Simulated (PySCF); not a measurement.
Species: C₂H₃FSe.
Bonds: C1–C2, C2–F3, C2–Se4 (double). Hydrogens: H5, H6, H7 on C1.

Method: PySCF 2.14.0, PBE0-D3(BJ)/def2-SVP geometry optimisation, gas phase; density fitting, grid level 1; the optimiser is geomeTRIC in internal coordinates, started from a GFN2-xTB structure with every atom displaced at random (about 0.01 Å).

Step 5: E = -70164.3538 eV
```
atom  x, y, z in Å  |  force x, y, z in eV/Å
C1     -0.6899   -0.0437    0.0348    0.002   0.011   0.038
C2      0.7901    0.0372   -0.0284    0.022  -0.075  -0.026
F3      1.3476   -0.9062    0.7185   -0.023   0.008  -0.007
Se4     1.7776    1.1490   -0.9537    0.012   0.046   0.005
H5     -1.0096   -0.0890    1.0888   -0.017   0.015  -0.003
H6     -1.0230   -0.9827   -0.4398    0.010  -0.009   0.008
H7     -1.1585    0.8058   -0.4710   -0.005   0.005  -0.014
```

Step 6: E = -70164.3558 eV
```
atom  x, y, z in Å  |  force x, y, z in eV/Å
C1     -0.6892   -0.0445    0.0331   -0.026   0.048   0.015
C2      0.7898    0.0354   -0.0369    0.029  -0.108   0.057
F3      1.3405   -0.9293    0.6901    0.017   0.047  -0.053
Se4     1.7823    1.1727   -0.9261   -0.012   0.006   0.017
H5     -1.0052   -0.0569    1.0897    0.001   0.009  -0.010
H6     -1.0234   -0.9986   -0.4087    0.004  -0.006  -0.003
H7     -1.1604    0.7915   -0.4921   -0.013   0.003  -0.022
```

Step 7: E = -70164.3572 eV
```
atom  x, y, z in Å  |  force x, y, z in eV/Å
C1     -0.6889   -0.0451    0.0315   -0.042   0.050   0.005
C2      0.7896    0.0311   -0.0451    0.030  -0.120   0.096
F3      1.3375   -0.9636    0.6434    0.030   0.070  -0.067
Se4     1.7843    1.2050   -0.8827   -0.014  -0.009   0.009
H5     -1.0021   -0.0070    1.0890    0.014   0.003  -0.012
H6     -1.0247   -1.0193   -0.3614   -0.003   0.003  -0.013
H7     -1.1614    0.7692   -0.5256   -0.016   0.004  -0.019
```

Q: Estimate the geometry and energy of step 8. (The exact step hangs on the optimiser's Hessian estimate; all steps are aligned on step 7, rigid shifts and turns removed.)

A: E = -70164.3578 eV, largest force 0.081 eV/Å
```
atom  x, y, z in Å  |  force x, y, z in eV/Å
C1     -0.6893   -0.0452    0.0318   -0.023   0.019  -0.002
C2      0.7900    0.0270   -0.0460    0.023  -0.053   0.057
F3      1.3417   -0.9755    0.6254    0.009   0.041  -0.040
Se4     1.7820    1.2159   -0.8664   -0.011  -0.011   0.004
H5     -1.0030    0.0121    1.0882    0.013  -0.001  -0.005
H6     -1.0270   -1.0251   -0.3451   -0.005   0.004  -0.008
H7     -1.1600    0.7611   -0.5388   -0.005   0.001  -0.006
```

The energy changes by -0.0006 eV. The first-order estimate −F·Δx gives -0.0010 eV and the mean of the old and new forces, exact on a quadratic surface, -0.0007 eV. The step makes an angle of 83° with the force vector and moves no atom by more than 0.022 Å.

What follows is the cost of the whole optimisation. Hardware: an Arm Neoverse V1 with one thread, no GPU, shared host with 32 logical CPUs at a one-minute load of 13. Cost: 25 s wall, 0.36 GiB resident at most.
